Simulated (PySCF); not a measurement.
**Dipole response of Sn (tin, neutral)**

[Kr] 4d10 5s2 5p2, high-spin 3P determinant. Computed with PySCF 2.14 in aug-cc-pVQZ-DK3 (9s8p6d3f2g, 102 functions), with scalar relativity by spin-free X2C-1e. Coupled (time-dependent) response in atomic units; α is the mean over directions.

```csv
method,mean α (bohr³),"α xx, yy, zz",C₆ (like pair),S(−4)
BHandHLYP,56.77,"45.84, 62.24, 62.24",613.6,1219
```

S(−4) is the Cauchy moment in α(ω) = α(0) + S(−4) ω² + …

Reference α: 53 ± 6 bohr³ (recommended; Schwerdtfeger and Nagle, table of static dipole polarizabilities (2023 update)). Published C₆: 659.0 (Chu and Dalgarno (2004); Tang, Norbeck and Certain (1976)).

Spin-orbit coupling is absent.

α(iu) at BHandHLYP:

```json
{"u (hartree)": "0", "α(iu) (bohr³)": "56.77"}
{"u (hartree)": "0.0500", "α(iu) (bohr³)": "53.94"}
{"u (hartree)": "0.100", "α(iu) (bohr³)": "47.36"}
{"u (hartree)": "0.200", "α(iu) (bohr³)": "33.42"}
{"u (hartree)": "0.300", "α(iu) (bohr³)": "23.57"}
{"u (hartree)": "0.500", "α(iu) (bohr³)": "13.15"}
{"u (hartree)": "0.750", "α(iu) (bohr³)": "7.716"}
{"u (hartree)": "1.00", "α(iu) (bohr³)": "5.225"}
{"u (hartree)": "1.50", "α(iu) (bohr³)": "3.011"}
{"u (hartree)": "2.00", "α(iu) (bohr³)": "2.022"}
{"u (hartree)": "3.00", "α(iu) (bohr³)": "1.116"}
{"u (hartree)": "5.00", "α(iu) (bohr³)": "0.4849"}
```

The components differ because the open shell of this determinant is not spherical; for a pure term their mean is the scalar polarisability.
